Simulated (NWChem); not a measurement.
System meant: GeHF, singlet; SMILES [F][GeH]

Input file for NWChem:

```
start job
memory heap 200 mb stack 900 mb global 1100 mb
geometry units angstroms noautosym nocenter noautoz
  Ge     0.013041     0.355212     0.000000
  H     -1.594359     0.475055     0.000000
  F      0.035044    -1.401284     0.000000
end
basis spherical
  * library def2-svp
end
dft
  xc m06-l
  iterations 150
end
property
  shielding
end
task dft property
```

End of the output:

```
 Vector   24  Occ=0.000000D+00  E= 5.749201D-02
              MO Center= -3.6D-01,  4.1D-01, -6.5D-10, r^2= 3.9D+00
   Bfn.  Coefficient  Atom+Function         Bfn.  Coefficient  Atom+Function
  ----- ------------  ---------------      ----- ------------  ---------------
    34      1.366035  2 H  s                 15      1.099975  1 Ge px
     4     -0.695844  1 Ge s                  5     -0.406707  1 Ge s
    12      0.308526  1 Ge px                 3      0.264290  1 Ge s
    16      0.258711  1 Ge py                33      0.208088  2 H  s
    40      0.173086  3 F  s                  9     -0.155796  1 Ge px

 center of mass
 --------------
 x =   0.00046194 y =   0.00230490 z =   0.00000000

 moments of inertia (a.u.)
 ------------------
         167.338785598366           4.834791939611           0.000000000000
           4.834791939611           9.276801325412           0.000000000000
           0.000000000000           0.000000000000         176.615586923778

     Multipole analysis of the density
     ---------------------------------

     L   x y z        total         alpha         beta         nuclear
     -   - - -        -----         -----         ----         -------
     0   0 0 0     -0.000000    -21.000000    -21.000000     42.000000

     1   1 0 0      0.061264      0.844774      0.844774     -1.628284
     1   0 1 0      0.707831      1.081192      1.081192     -1.454554
     1   0 0 1      0.000000      0.000000      0.000000      0.000000

     2   2 0 0    -18.457192    -13.796836    -13.796836      9.136481
     2   1 1 0     -0.358966      1.697350      1.697350     -3.753665
     2   1 0 1      0.000000      0.000000      0.000000      0.000000
     2   0 2 0    -18.747361    -48.540519    -48.540519     78.333677
     2   0 1 1      0.000000      0.000000      0.000000      0.000000
     2   0 0 2    -14.545877     -7.272939     -7.272939      0.000000

          -----------------------------------------
          Chemical Shielding Tensors (GIAO, in ppm)
          -----------------------------------------

 ------------------------------------------------------------------------
  xm06: d2 not coded                    0
 ------------------------------------------------------------------------
 ------------------------------------------------------------------------
  current input line :
    18: task dft property
 ------------------------------------------------------------------------
 ------------------------------------------------------------------------
 This error has not yet been assigned to a category
 ------------------------------------------------------------------------
 For more information see the NWChem manual at https://nwchemgit.github.io

0: xm06: d2 not coded:Received an Error in Communication
```

Can this run be used? If not, why, and what is the fix?

The program stopped with an error. Cause: this functional's second derivatives, which shieldings need, aren't coded here; the fix takes a hybrid GGA instead. This input runs:
```
start job
memory heap 200 mb stack 900 mb global 1100 mb
geometry units angstroms noautosym nocenter noautoz
  Ge     0.013041     0.355212     0.000000
  H     -1.594359     0.475055     0.000000
  F      0.035044    -1.401284     0.000000
end
basis spherical
  * library def2-svp
end
dft
  xc pbe0
  iterations 150
end
property
  shielding
end
task dft property
```
It converges to -2176.74250 Ha (PBE0/def2-SVP, GIAO).
